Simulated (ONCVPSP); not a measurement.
**P (Z = 15): one change to an ONCV potential, before and after**

ONCVPSP 4.0.1 input, shortened (lines: element, Z, core and valence counts, functional; n l f; lmax; l rc ep ncon nbas qcut; lloc lpopt rc5 dvloc0; l nproj debl; icmod fcfact rcfact), PBE, scalar-relativistic:

```
  P 15.00    3    2        4      upf
    1    0    2.00
    2    0    2.00
    2    1    6.00
    3    0    1.00
    3    1    4.00
    2
    0    1.70    0.00    4    7    3.50
    1    1.40    0.00    5   10    6.90
    2    1.80    0.44    3    8    6.20
    4    4    1.05    1.00
    0    3    2.30
    1    2    0.50
    2    2    2.60
    3    4.50    1.05
```

All-electron outer shells of the reference configuration (PBE, scalar-relativistic, ld1.x):

```csv
shell,level (eV),outermost node (bohr),outermost maximum (bohr)
2s,-175.53,0.14,0.42
2p,-126.02,–,0.36
3s,-14.68,0.65,1.58
3p,-6.07,0.64,1.81
```

Change: p: debl 3.35.

Cutoffs: the cutoffs (Ha) at which the residual kinetic energy of the hardest occupied pseudo-wave falls to 1 and 0.1 mHa per electron; they do not see the model core or the augmentation charge, which bear on the density cutoff. Errors are all-electron minus pseudo energies relative to the spin-unpolarised reference configuration.

Task: What does the change do?

Result: The potential gets neither clearly harder nor softer (29 Ha and 101 Ha → 29 Ha and 101 Ha); the bound ghost in p disappears; of the 4 tests that both files solve, the error grows in 1 and shrinks in 0 by more than 15 % and 0.3 meV (median size 3.2 → 3.0 meV).

```tsv
quantity	base	changed
cutoff, loose	29 Ha	29 Ha
cutoff, tight	101 Ha	101 Ha
bound ghosts	p	none
GHOST(+) flags under 300 eV	s at 255.5 eV	s at 255.5 eV
error for 3s2 3p3, meV [ΔE -8.53 eV]	-2.9	-2.5
error for 3s2 3p2, meV [ΔE 1.20 eV]	-3.5	-3.5
error for 3s2 3p1, meV [ΔE 20.34 eV]	-0.5	+0.9
error for 3s2 3p0, meV [ΔE 50.08 eV]	+30	+30
s: phases at 1.73 bohr within 0.05 rad from the reference energy up to (Ha; the scan ends near 5)	to the end of the scan	to the end of the scan
p: phases at 1.42 bohr within 0.05 rad from the reference energy up to (Ha; the scan ends near 5)	to the end of the scan	to the end of the scan
d: phases at 1.83 bohr within 0.05 rad from the reference energy up to (Ha; the scan ends near 5)	to the end of the scan	to the end of the scan
rms error of d²Exc/dni dnj with the model core, mHa	1.21	1.21
```

Changed file: The cutoffs count occupied waves only; projector 2 of the p channel, the hardest unoccupied one, needs 199 Ha at the loose tolerance. A true bound ghost makes a file unfit for plane-wave use even where its test errors are small: the radial tests pick states by their node count and pass the ghost by.
